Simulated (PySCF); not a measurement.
Positional isomers: benzothiophene silyl+ethynyl. All species are isolated molecules in the gas phase. Strings in code marks are SMILES. All members: neutral, multiplicity 1. Level: PBE-D3(BJ)/def2-TZVP // PBE-D3(BJ)/def2-SVP (PySCF). Delta-SCF ions had no search for a lower state.  The removal energy is E(N − 1 electrons) − E(N electrons) at the parent's geometry; ε(HOMO) is measured against the vacuum level.

| species | −ε(HOMO) (eV) | vertical ionisation energy (Delta-SCF) (eV) |
|---|---|---|
| `C#Cc1c([SiH3])sc2ccccc12` | 5.47 | 7.66 |
| `C#Cc1c([SiH3])ccc2sccc12` | 5.52 | 7.71 |
| `C#Cc1ccc([SiH3])c2ccsc12` | 5.58 | withheld |
| `C#Cc1cc2c([SiH3])cccc2s1` | 5.61 | 7.78 |
| `C#Cc1cc2cc([SiH3])ccc2s1` | 5.61 | 7.80 |
| `C#Cc1cc2ccc([SiH3])cc2s1` | 5.62 | 7.77 |

Problem. Fit vertical ionisation energy (Delta-SCF) = a + b·x to the 5 complete rows by least squares, with x = −ε(HOMO) in eV. Give a, b and the rms residual, and predict the withheld value.

Solution. Means of the 5 rows: x̄ = 5.566, ȳ = 7.744 eV. Σ(x − x̄)² = 0.01812 and Σ(x − x̄)(y − ȳ) = 0.01508, so b = 0.832 and a = ȳ − b·x̄ = 3.113 eV. The rms residual is 0.012 eV. At x = 5.58 the line gives 7.76 eV. The run for `C#Cc1ccc([SiH3])c2ccsc12` gave 7.74 eV, so the line is off by 0.02 eV, within twice the rms residual.

Codes: PySCF.
